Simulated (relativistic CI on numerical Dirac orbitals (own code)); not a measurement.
# One change at a time: Au⁵⁹⁺

Base calculation: Dirac-Coulomb-Breit CI, KLI orbitals optimised for each configuration, a model potential for QED, unscaled Slater integrals.

CI space (outside the closed core [Ne]): 3s2 3p6 3d2, 3s2 3p5 3d3, 3s 3p6 3d3, 3s2 3p6 3d 4s, 3s2 3p6 3d 4p, 3s2 3p6 3d 4d, 3s2 3p5 3d2 4s, 3s2 3p6 3d 4f, 3s2 3p5 3d2 4p, 3s2 3p5 3d2 4d, 3s 3p6 3d2 4s, 3p6 3d3 4p, 3s2 3p6 4s2, 3s 3p6 3d2 4p, 3s2 3p6 4s 4p, 3s2 3p6 3d 5s, 3s2 3p6 3d 5d, 3s2 3p6 3d 5g, 3p6 3d4, 3p5 3d5, 3p5 3d4 4s, 3p6 3d3 4s, 3p5 3d3 4s2, 3s2 3p6 4s 4d, 3s2 3p5 4s2 4d, 3s2 3p6 4p2, 3s2 3p5 4s 4p2, 3s 3p6 3d 4s2, 3s 3p6 4s2 4p, 3s 3p6 4s2 4d. Double excitations out of closed p, d and f shells are left out; levels of such configurations are missing from the list, as are those of other unlisted configurations, and high levels can miss mixing partners. These lack a partner that the ground configuration has and come out too high: 3s2 3p5 3d2 4p, 3s2 3p5 3d2 4d.

Variants: (1) Breit term removed; (2) one mean potential for all configurations. Shifts of the energy above 3s2 3p6 3d2 3F_2, in eV, for the lowest level and the first level of each name with at least 55 % of one term (blank where a level changes its place among those of its configuration and J or its character, or is not in the variant):

| Level | Base | Δ(1) | Δ(2) |
| --- | --- | --- | --- |
| 3s2 3p6 3d2 3F_2 | 0.000 | 0.000 | 0.000 |
| 3s2 3p6 3d2 3P_0 | 26.584 | -1.137 | 0.000 |
| 3s2 3p6 3d2 3F_3 | 99.146 | +2.472 | +0.009 |
| 3s2 3p6 3d2 1G_4 | 114.494 | +3.504 | +0.010 |
| 3s2 3p6 3d2 3P_1 | 116.400 | +1.214 | +0.008 |
| 3s2 3p6 3d2 3F_4 | 207.289 | +5.146 | +0.019 |
| 3s2 3p6 3d2 1S_0 | 244.294 | +2.830 | +0.018 |
| 3s2 3p5 3d3 3I°_7 | 505.512 | +9.887 | -0.164 |
| 3s2 3p5 3d3 3P°_1 | 507.120 | +5.651 | -0.163 |

At this charge energies of transitions that change n are usually good to better than 1 %, and those within a shell (Δn = 0) to a few per cent.

Ionisation energy from the two ground configurations alone: base 6155.78 eV; Breit term removed 6161.29 eV. The NIST ASD value (theoretical) is 6156 eV.

LS names give the leading component of a level, which can be under half, so a name can repeat, a term be missing and a line seem to break the LS rules.
